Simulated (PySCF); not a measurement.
**Ar²⁺: excitation energy**

Ar²⁺ [Ne] 3s2 3p4 (3P) → Ar²⁺ [Ne] 3s2 3p3 4s1 (5S), as a difference of total energies. All numbers are calculated (PySCF 2.14, no relativity, point nucleus, in dyall-acv3z (19s12p6d4f, 113 functions)). Correlated levels: valence: [Ne] frozen; virtual orbitals above 40 to 60 times the deepest correlated orbital energy dropped. The calculations carry no spin-orbit coupling.

| method | excitation energy (eV) |
| --- | --- |
| UHF | 20.917 |
| MP2 (valence) | 21.258 |
| SCS-MP2 (valence) | 21.518 |
| CCSD (valence) | 21.384 |
| CCSD(T) (valence) | 21.373 |

Problem. How much does correlation contribute at CCSD(T) (valence)?

Solution. 21.373 − (20.917) = 0.456 eV, measured against UHF.

A first-order spin-orbit estimate (lowest level to lowest level, LS coupling) adds 0.062 eV.

The promoted electron is Rydberg-like, and one or two diffuse shells describe it only roughly, which tends to raise the upper state.
